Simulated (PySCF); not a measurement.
The potential of point charges around `O=C[SiH2]CO[SiH3]`

Species: `O=C[SiH2]CO[SiH3]`. Coordinates (GFN2-xTB, Å) and charges (e) from the PBE0/pcSseg-1 density (PySCF):

```
atom       x       y       z  Mulliken      IAO  Hirshfeld  ESP-fitted
  O1  -3.076  -0.131   1.336   -0.3384  -0.3615    -0.2115     -0.4318
  C2  -3.002  -0.046   0.136   -0.0312  +0.0040    +0.0465     +0.3584
 Si3  -1.344   0.042  -0.839   +0.6388  +0.7284    +0.3448     +0.2463
  C4   0.092  -0.027   0.405   -0.1953  -0.3242    -0.0756     +0.0426
  O5   1.279   0.039  -0.356   -0.6582  -0.6478    -0.2290     -0.4037
 Si6   2.816   0.023   0.160   +0.7141  +0.8792    +0.3830     +0.5722
  H7  -3.940  -0.015  -0.459   +0.0937  +0.0944    +0.0327     -0.0073
  H8  -1.343   1.302  -1.586   -0.0675  -0.1070    -0.0671     -0.0721
  H9  -1.315  -1.103  -1.753   -0.0674  -0.1069    -0.0671     -0.0733
 H10   0.065   0.803   1.119   +0.1389  +0.1418    +0.0430     +0.0627
 H11   0.085  -0.949   0.997   +0.1389  +0.1418    +0.0429     +0.0636
 H12   3.085   1.154   1.054   -0.1262  -0.1571    -0.0837     -0.1235
 H13   3.116  -1.211   0.893   -0.1262  -0.1571    -0.0837     -0.1230
 H14   3.480   0.119  -1.129   -0.1139  -0.1279    -0.0750     -0.1112
```

Points outside the species (Å): A (0.0, -4.9, -1.3); B (-10.7, 1.3, 1.2); C (-3.2, 1.4, -6.3).

Task: Find the potential V = 14.3996 V·Å × Σ q/r of each set of charges at these points.

Result: In volts:

| point | nearest atom | distance (Å) | Mulliken | IAO | Hirshfeld | ESP-fitted |
| --- | --- | --- | --- | --- | --- | --- |
| A | H9 | 4.04 | +0.035 | +0.003 | +0.035 | +0.040 |
| B | H7 | 7.08 | -0.028 | -0.040 | -0.022 | -0.022 |
| C | H8 | 5.07 | +0.165 | +0.141 | +0.077 | +0.075 |

Task: How far are the other sets from the ESP-fitted one at these points?

Result: Root-mean-square difference: Hirshfeld 0.003 V, IAO 0.045 V, Mulliken 0.053 V. The ESP scheme is a least-squares fit of atom-centred charges to the potential on four shells outside the van der Waals surface, with the total charge fixed.

Task: What energy would a point charge of +3 e have at C in the field of the ESP charges, leaving out polarisation?

Result: +0.224 eV = +21.6 kJ/mol, a repulsion.

Geometry: GFN2-xTB, one conformer, isolated molecule.

The values belong to the conformer `[O:1]=[CH:2][SiH2:3][CH2:4][O:5][SiH3:6]`: O1–C2–Si3–C4 0°, C2–Si3–C4–O5 180°, Si3–C4–O5–Si6 180°.
